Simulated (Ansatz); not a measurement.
`[NH2][Al]([NH2])[SiH2][SiH3]` + NH₃ → `[NH2][Al]([NH2])[NH2]` + `[SiH3][SiH3]`  (cleavage of the Al–Si bond)

Gas-phase electronic energies from Ansatz, PBE0-D4/def2-TZVP geometries. CCSD(T)/CBS adds triple-zeta CCSD(T) − MP2 to the extrapolated MP2 energy (def2 sets, frozen cores). This one scheme is used for every species. Functionals use def2-TZVPP. B3LYP here is the variant with VWN-RPA as its local correlation; programs differ in this. HSE06 is defined as in plane-wave codes. One conformer a species, not always the lowest.

```json
{"level": "LDA (SPW92)", "ΔE (kJ/mol)": "-45.9", "difference from CCSD(T)/CBS": "14.4"}
{"level": "PBE-D4", "ΔE (kJ/mol)": "-39.1", "difference from CCSD(T)/CBS": "21.2"}
{"level": "revPBE-D4", "ΔE (kJ/mol)": "-41.4", "difference from CCSD(T)/CBS": "18.9"}
{"level": "r2SCAN-D4", "ΔE (kJ/mol)": "-56.2", "difference from CCSD(T)/CBS": "4.1"}
{"level": "B97M-V", "ΔE (kJ/mol)": "-54.8", "difference from CCSD(T)/CBS": "5.5"}
{"level": "PBE0-D4", "ΔE (kJ/mol)": "-45.0", "difference from CCSD(T)/CBS": "15.3"}
{"level": "B3LYP-D4", "ΔE (kJ/mol)": "-60.7", "difference from CCSD(T)/CBS": "-0.4"}
{"level": "r2SCANh-D4", "ΔE (kJ/mol)": "-57.0", "difference from CCSD(T)/CBS": "3.3"}
{"level": "HSE06-D4", "ΔE (kJ/mol)": "-44.6", "difference from CCSD(T)/CBS": "15.7"}
{"level": "BHLYP-D4", "ΔE (kJ/mol)": "-66.2", "difference from CCSD(T)/CBS": "-5.9"}
{"level": "CAM-B3LYP-D4", "ΔE (kJ/mol)": "-68.1", "difference from CCSD(T)/CBS": "-7.8"}
{"level": "ωB97X-V", "ΔE (kJ/mol)": "-59.7", "difference from CCSD(T)/CBS": "0.6"}
{"level": "ωB97M-V", "ΔE (kJ/mol)": "-64.1", "difference from CCSD(T)/CBS": "-3.8"}
{"level": "B2PLYP", "ΔE (kJ/mol)": "-66.2", "difference from CCSD(T)/CBS": "-5.9"}
{"level": "PBE-QIDH", "ΔE (kJ/mol)": "-56.5", "difference from CCSD(T)/CBS": "3.8"}
{"level": "PBE", "ΔE (kJ/mol)": "-42.2", "difference from CCSD(T)/CBS": "18.1"}
{"level": "revPBE", "ΔE (kJ/mol)": "-41.8", "difference from CCSD(T)/CBS": "18.5"}
{"level": "r2SCAN", "ΔE (kJ/mol)": "-57.5", "difference from CCSD(T)/CBS": "2.8"}
{"level": "PBE0", "ΔE (kJ/mol)": "-48.3", "difference from CCSD(T)/CBS": "12.0"}
{"level": "B3LYP", "ΔE (kJ/mol)": "-65.6", "difference from CCSD(T)/CBS": "-5.3"}
{"level": "r2SCANh", "ΔE (kJ/mol)": "-58.5", "difference from CCSD(T)/CBS": "1.8"}
{"level": "r2SCAN0", "ΔE (kJ/mol)": "-59.9", "difference from CCSD(T)/CBS": "0.4"}
{"level": "HSE06", "ΔE (kJ/mol)": "-48.1", "difference from CCSD(T)/CBS": "12.2"}
{"level": "BHLYP", "ΔE (kJ/mol)": "-73.0", "difference from CCSD(T)/CBS": "-12.7"}
{"level": "CAM-B3LYP", "ΔE (kJ/mol)": "-72.1", "difference from CCSD(T)/CBS": "-11.8"}
{"level": "LC-ωPBE", "ΔE (kJ/mol)": "-60.1", "difference from CCSD(T)/CBS": "0.2"}
{"level": "RPA@PBE/def2-TZVPP", "ΔE (kJ/mol)": "-58.3", "difference from CCSD(T)/CBS": "2.0"}
{"level": "HF/def2-SVP", "ΔE (kJ/mol)": "-74.7", "difference from CCSD(T)/CBS": "-14.4"}
{"level": "MP2/def2-SVP", "ΔE (kJ/mol)": "-61.0", "difference from CCSD(T)/CBS": "-0.7"}
{"level": "CCSD/def2-SVP", "ΔE (kJ/mol)": "-58.3", "difference from CCSD(T)/CBS": "2.0"}
{"level": "CCSD(T)/def2-SVP", "ΔE (kJ/mol)": "-54.7", "difference from CCSD(T)/CBS": "5.6"}
{"level": "HF/def2-TZVPP", "ΔE (kJ/mol)": "-81.1", "difference from CCSD(T)/CBS": "-20.8"}
{"level": "MP2/def2-TZVPP", "ΔE (kJ/mol)": "-64.9", "difference from CCSD(T)/CBS": "-4.6"}
{"level": "SCS-MP2/def2-TZVPP", "ΔE (kJ/mol)": "-68.7", "difference from CCSD(T)/CBS": "-8.4"}
{"level": "CCSD(T)/def2-TZVPP", "ΔE (kJ/mol)": "-58.7", "difference from CCSD(T)/CBS": "1.6"}
{"level": "HF/def2-QZVPP", "ΔE (kJ/mol)": "-83.3", "difference from CCSD(T)/CBS": "-23.0"}
{"level": "MP2/def2-QZVPP", "ΔE (kJ/mol)": "-66.6", "difference from CCSD(T)/CBS": "-6.3"}
{"level": "SCS-MP2/def2-QZVPP", "ΔE (kJ/mol)": "-70.4", "difference from CCSD(T)/CBS": "-10.1"}
{"level": "MP2/CBS(def2)", "ΔE (kJ/mol)": "-66.5", "difference from CCSD(T)/CBS": "-6.2"}
{"level": "CCSD/CBS(def2)", "ΔE (kJ/mol)": "-64.6", "difference from CCSD(T)/CBS": "-4.3"}
{"level": "CCSD(T)/CBS", "ΔE (kJ/mol)": "-60.3", "difference from CCSD(T)/CBS": "0"}
```

Largest T1 diagnostic among the species: 0.013.

At CCSD(T), def2-SVP lies +5.6 kJ/mol from the extrapolated value and def2-TZVPP +1.6 kJ/mol. From PBE to PBE0 (25 % exact exchange), in def2-TZVPP and without D4, ΔE moves by −6.1 kJ/mol. In def2-TZVPP, CCSD(T) changes the Hartree–Fock value by +22.4 kJ/mol (the triples alone add +4.3 kJ/mol) and MP2 by +16.2 kJ/mol.
